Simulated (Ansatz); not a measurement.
Born–Oppenheimer molecular dynamics of ClGaH₃NO (7 atoms, charge 0, multiplicity 1). It starts from a relaxed structure.

All numbers below come from RKS PBE/def2-SVP (Ansatz 0.2.0).

```json
{"ensemble": "NVT, Langevin thermostat", "time step": "0.5 fs", "steps asked": "150", "set temperature": "700 K", "friction": "0.01 /fs", "seed": "149346"}
```

First frame:

```xyz
7
Properties=species:S:1:pos:R:3
Ga -0.096 0.000 -0.018
O 0.048 -0.299 1.748
H -0.825 -0.353 2.178
Cl 1.766 0.339 -1.046
N -1.664 0.177 -0.936
H -2.512 -0.285 -0.597
H -1.619 0.139 -1.957
```

What does the run give?

All steps were run.

```
steps done                                               : 150
time covered                                             : 75 fs
mean temperature over the second half                    : 436 K
spread of the potential energy over the second half      : 9.9 meV per atom
mean potential energy of the second half above the start : 36.3 meV per atom
```

The mean temperature of the second half is 38 % below the set value. A run of 0.075 ps of so small a system gives no equilibrium averages.

What happens to the structure?

The same pairs are bonded in the first frame and the last. Pairs count as bonded within 1.25 times the sum of covalent radii (0.12 Å more for H–H). Another seed would give other details.

How do temperature and energy run in time?


| time (fs) | T (K) | potential energy less start (eV) |
| --- | --- | --- |
| 0 | 600 | 0.000 |
| 2.5 | 498 | 0.049 |
| 5 | 535 | 0.075 |
| 7.5 | 367 | 0.145 |
| 10 | 302 | 0.188 |
| 12.5 | 191 | 0.260 |
| 15 | 260 | 0.242 |
| 17.5 | 264 | 0.250 |
| 20 | 303 | 0.246 |
| 22.5 | 310 | 0.246 |
| 25 | 350 | 0.256 |
| 27.5 | 378 | 0.241 |
| 30 | 332 | 0.254 |
| 32.5 | 390 | 0.188 |
| 35 | 414 | 0.173 |
| 37.5 | 495 | 0.167 |
| 40 | 448 | 0.182 |
| 42.5 | 391 | 0.187 |
| 45 | 425 | 0.194 |
| 47.5 | 405 | 0.249 |
| 50 | 421 | 0.254 |
| 52.5 | 420 | 0.209 |
| 55 | 512 | 0.198 |
| 57.5 | 433 | 0.238 |
| 60 | 494 | 0.198 |
| 62.5 | 349 | 0.322 |
| 65 | 488 | 0.276 |
| 67.5 | 319 | 0.401 |
| 70 | 438 | 0.296 |
| 72.5 | 420 | 0.407 |
| 75 | 512 | 0.318 |

The run took 5.5 min on 1 thread of Arm Neoverse V2, on a shared host, peak memory 0.14 GiB.
